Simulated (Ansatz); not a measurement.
A nudged elastic band was laid between two geometries of FH₄InOSSi (9 atoms, charge 0, multiplicity 1).

The calculation used RKS r2SCAN-D4/def2-SVP (Ansatz).

```yaml
movable_images: 7
climbing_image: yes
spring: 2.0 to 10.0 eV/Å², energy-weighted
optimiser: quadratic models (default)
start_path: through a guess of the saddle point
force_threshold: 0.05 eV/Å
iteration_limit: 34
end_points: relaxed
```

First end point:

```xyz
9
Properties=species:S:1:pos:R:3
F -1.107 2.086 -0.441
In -0.283 0.919 0.900
S -0.201 1.622 3.165
O 0.419 -0.792 0.194
Si 0.480 -1.483 -1.316
H -0.828 2.781 2.851
H 1.293 -0.657 -2.265
H -0.887 -1.650 -1.901
H 1.114 -2.827 -1.186
```

Last end point:

```xyz
9
Properties=species:S:1:pos:R:3
F -1.407 2.903 -0.294
In -0.539 1.282 0.364
S -0.083 1.114 2.693
O -0.150 -0.035 -1.062
Si 0.539 -1.543 -1.129
H -0.624 2.337 2.907
H -0.243 -2.540 -0.329
H 1.939 -1.532 -0.597
H 0.569 -1.987 -2.553
```

**Question.** What changes between the two ends?

**Answer.** No bond is made or broken. The dihedral S3–In2–O4–Si5 goes from -180 to 0°.

**Question.** What energy profile does the band end with?

**Answer.** The run converged. The highest image is number 3 of 0 to 8, 0.031 eV above the first end and 0.020 eV above the last; the last end lies 0.011 eV above the first. Another band between the same ends (7 images) ends at a top of the same energy, where a vibrational analysis finds no clearly imaginary modes.

| image | path coordinate (Å) | energy (eV) | dihedral S3–In2–O4–Si5 (°) |
| --- | --- | --- | --- |
| 0 | 0.00 | 0.000 | -180 |
| 1 | 2.01 | 0.013 | -152 |
| 2 | 2.73 | 0.025 | -120 |
| 3 | 3.29 | 0.031 | -94 |
| 4 | 3.63 | 0.031 | -80 |
| 5 | 3.97 | 0.028 | -65 |
| 6 | 4.37 | 0.021 | -44 |
| 7 | 4.94 | 0.011 | -18 |
| 8 | 6.64 | 0.011 | 0 |

**Question.** What is the geometry of the highest image?

**Answer.** 
```xyz
9
Properties=species:S:1:pos:R:3
F -2.465 1.437 0.427
In -0.683 0.791 0.914
S 0.567 1.997 2.536
O -0.156 -0.914 0.061
Si 0.603 -1.433 -1.316
H -0.405 2.936 2.625
H 2.024 -0.959 -1.365
H -0.081 -0.930 -2.549
H 0.595 -2.924 -1.333
```

The band took 33 iterations and roughly 30 core-minutes.

Run time: 17 min on 2 threads of Arm Neoverse V2, with other jobs on the host, peak memory 0.2 GiB.
